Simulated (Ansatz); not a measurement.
Cost and result up the ladder for Li₈Cl₈ (started as a model of: 2x2x4 LiCl rock-salt block) (16 atoms). Total charge 0; singlet. Geometry: PBE0-D4/def2-SVP.

```xyz
16

Li    1.5479    3.0961   -1.2049
Cl    1.7358    1.3557    0.2917
Li    1.1972   -0.6388    1.4237
Cl    1.1640   -2.5161    2.8563
Cl    1.3012    1.9771   -3.2005
Li    0.9355    0.1722   -1.7217
Cl    0.8844   -1.9291   -0.6577
Li    0.3985   -3.5219    0.9333
Cl   -0.5791    3.8612   -0.7737
Li   -0.6909    1.8021    0.3773
Cl   -1.1138    0.0737    1.9209
Li   -1.0861   -2.0338    2.8491
Li   -0.8607    2.4599   -2.5772
Cl   -1.5059    0.4994   -1.5552
Li   -1.4413   -1.3357   -0.0796
Cl   -1.8865   -3.3218    1.1183
```

Ansatz on 4 threads of Arm Neoverse V2 on a shared host. Times are rough, and most runs start from the orbitals of an earlier one. PBE0-D4/def2-TZVP serves as the yardstick here, not as an exact answer. Differences are given only for rows in sets of like size (and for xTB, whose basis is part of the method), since another set adds its own error. Binding counts from free atoms at the same level (Li doublet, Cl doublet; other spins of the atoms weren't run), without zero-point energy or a counterpoise term.

B3LYP takes the VWN-RPA correlation. Correlated methods freeze 40 core orbitals; core or outer-core shells of Li are correlated, in sets that lack core-valence functions. The rows differ in basis, and correlated rows in double-zeta sets carry the largest basis error.

Correlated methods converge slowly with the basis, most of all in double-zeta sets.

| level | functions | binding energy per atom (eV) | difference from PBE0-D4/def2-TZVP (eV) |
| --- | --- | --- | --- |
| PBE-D4/def2-TZVP (with forces) | 408 | 3.23 | 0.01 |
| r2SCANh-D4/def2-TZVP (with forces) | 408 | 3.26 | 0.05 |
| PBE0-D4/def2-SVP | 216 | 3.38 | – |
| PBE0-D4/def2-TZVP | 408 | 3.22 | 0.00 |
| r2SCAN-D4/def2-TZVP | 408 | 3.27 | 0.05 |
| B2PLYP/def2-TZVP | 408 | 3.19 | -0.03 |
| MP2/def2-SVP | 216 | 3.24 | – |
| PBE-D4/def2-SVP | 216 | 3.40 | – |
| HF/6-31G | 176 | 2.55 | – |
| B3LYP-D4/6-31G | 176 | 3.17 | – |

Problem. Estimate how long each takes.

Solution. HF/6-31G 3.3 s; PBE-D4/def2-SVP 6 s; MP2/def2-SVP 6.5 s; B3LYP-D4/6-31G 8.5 s; PBE0-D4/def2-SVP 9 s; PBE-D4/def2-TZVP (with forces) 13 s; r2SCAN-D4/def2-TZVP 22 s; PBE0-D4/def2-TZVP 32 s; B2PLYP/def2-TZVP 39 s; r2SCANh-D4/def2-TZVP (with forces) 56 s. On shared hardware such times vary by a factor of up to 3.
